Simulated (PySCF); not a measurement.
# One molecule, several mistakes: AlBCl2H

All numbers below are calculated, not measured. The program is PySCF 2.14.0, an open-source quantum chemistry code, run on an isolated molecule that a program drew, which may never have been made. The molecule is AlBCl2H (charge 0, doublet), drawn as the SMILES string `Cl[B][AlH][Cl]`.

Each row is a Hartree-Fock (HF) and frozen-core CCSD(T) single point in the cc-pV(D+d)Z basis, meant for a local HF minimum. Run 1 is clean. Each other run has one planted mistake out of seven kinds, and not every kind appears here: one electron removed, one electron added, multiplicity raised by two, geometry at a saddle point, minimal basis STO-3G, one bond length entered in bohr, all coordinates scaled. The reference is restricted for singlets and unrestricted otherwise, and also for a bond in bohr. Adding or removing an electron swaps singlet and doublet. Electrons count all cores. HOMO and LUMO are orbital energies over both spins, the gradient is its largest component, and the lowest frequency (negative if imaginary) is given only where the gradient is small. Bond lengths are over the 4 bonds as drawn. T1 is the CCSD diagnostic: over 0.02 (restricted) or 0.045 (unrestricted) a single reference is doubtful.

Geometry of the clean run:
```xyz
5
AlBCl2H, angstrom
Cl    0.1819    0.2154   -0.0911
B    -0.0149    0.9114    1.4588
Al   -0.4778    1.6671    3.2894
Cl   -0.0780    0.4359    4.9665
H    -1.0398    3.1125    3.4974
```

| run | electrons | basis functions | <S^2> | HOMO (eV) | LUMO (eV) | gradient (hartree/bohr) | lowest frequency (cm^-1) | mean bond (Å) | longest bond (Å) | T1 | HF (hartree) | CCSD(T) (hartree) | mistake |
|---|---|---|---|---|---|---|---|---|---|---|---|---|---|
| 1 | 53 | 88 | 0.760 | -8.10 | 0.78 | 1.8e-05 | 24 | 1.8569 | 2.119 | 0.0164 | -1186.24661 | -1186.69606 | no fault |
| 2 | 53 | 88 | 0.759 | -7.77 | 1.19 | 9.3e-02 | - | 1.7102 | 1.951 | 0.0143 | -1186.20919 | -1186.65899 | all coordinates scaled |
| 3 | 54 | 88 | 0.000 | -0.66 | 6.57 | 5.2e-02 | - | 1.8569 | 2.119 | 0.0151 | -1186.23567 | -1186.71927 | one electron added |
| 4 | 52 | 88 | 0.000 | -16.67 | -6.25 | 9.6e-02 | - | 1.8569 | 2.119 | 0.0199 | -1185.98382 | -1186.43309 | one electron removed |
| 5 | 53 | 88 | 1.581 | -8.06 | 0.41 | 1.0e-02 | - | 2.2049 | 2.957 | 0.0551 | -1186.14343 | -1186.58644 | ? |
| 6 | 53 | 33 | 0.767 | -6.20 | 5.78 | 6.0e-02 | - | 1.8569 | 2.119 | 0.0154 | -1173.16835 | -1173.25106 | ? |

**Which mistake was planted in run 5, and what did it cost?**

The mean bond changes by a factor of 1.187 and the longest by 1.395, so the molecule wasn't scaled as a whole. A length L in bohr read as angstrom grows by (1/0.5292 - 1) L = 0.890 L. The 4 bonds together grew by 4 x 0.3480 = 1.392 Å, which gives L = 1.565 Å. That is bond Al3-H5, 1.565 Å in the clean geometry. So the mistake is: one bond length entered in bohr. Subtracting run 1 and multiplying by 627.51 kcal/mol a hartree, the energy moved by 64.7 kcal/mol in HF and 68.8 kcal/mol in CCSD(T).

**Which mistake was planted in run 6, and what did it cost?**

It has 33 basis functions where the clean run has 88, with the same electrons and geometry. So the mistake is: minimal basis STO-3G. Subtracting run 1 and multiplying by 627.51 kcal/mol a hartree, the energy moved by 8206.7 kcal/mol in HF and 8436.9 kcal/mol in CCSD(T).

Cautions from the logs. Run 5: T1 is over the limit, so its CCSD(T) energy is less reliable.
